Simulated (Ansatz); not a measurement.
`CB[SiH2][SiH2][AlH2]` + NH₃ → `N[SiH2][AlH2]` + `CB[SiH3]` at 298.15 K and 1 bar (cleavage of the Si–Si bond).

Calculated with Ansatz (gas phase, PBE0-D4/def2-TZVP geometries, no zero-point term in ΔE). CCSD(T)/CBS adds triple-zeta CCSD(T) − MP2 to the extrapolated MP2 energy (def2 sets, frozen cores). This one scheme is used for every species. Each species was taken in one conformer, which may not be the lowest.

| species | CCSD(T)/CBS energy (Eh) | H − E (kJ/mol) | S (J/(mol·K)) |
| --- | --- | --- | --- |
| `CB[SiH2][SiH2][AlH2]` | -888.99512 | 282.5 | 415.3 |
| NH₃ | -56.50880 | 100.5 | 192.4 |
| `N[SiH2][AlH2]` | -589.40062 | 166.8 | 328.8 |
| `CB[SiH3]` | -356.10570 | 208.0 | 315.5 |

H − E and S are ideal-gas, rigid-rotor, harmonic terms from PBE0-D4/def2-TZVP, for one conformer and one mirror image of each species. 1 Eh = 2625.50 kJ/mol, R = 8.31446 J/(mol·K).

Q: By hand: ΔE, ΔH, ΔS and ΔG.

A: ΔE = (-589.40062) + (-356.10570) − (-888.99512) − (-56.50880) = -0.00240 Eh = -6.3 kJ/mol. Δ(H − E) = 166.8 + 208.0 − 282.5 − 100.5 = -8.2, so ΔH = -14.5 kJ/mol. ΔS = 328.8 + 315.5 − 415.3 − 192.4 = 36.6 J/(mol·K). ΔG = -14.5 − 298.15 × (36.6)/1000 = -25.4 kJ/mol.

Q: By hand: the equilibrium constant, and the temperature at which ΔG would vanish if ΔH and ΔS stayed fixed.

A: log₁₀ K = −ΔG/(RT ln 10) = 4.4. ΔH and −TΔS have one sign here, so there is no such temperature.

TΔS isn't small against ΔH here. A doubt of 5 kJ/mol in ΔE shifts log₁₀ K by 0.9 here. Other conformers and mirror images would add mixing entropy, several J/(mol·K) or more a flexible species. Modes under 60 cm⁻¹, often nearly free rotors, make the harmonic entropy too high. These are equilibria of isolated gas molecules and say nothing of rates. Largest T1 diagnostic: 0.014 (customary marks: 0.02 for closed shells, 0.045 for open ones).
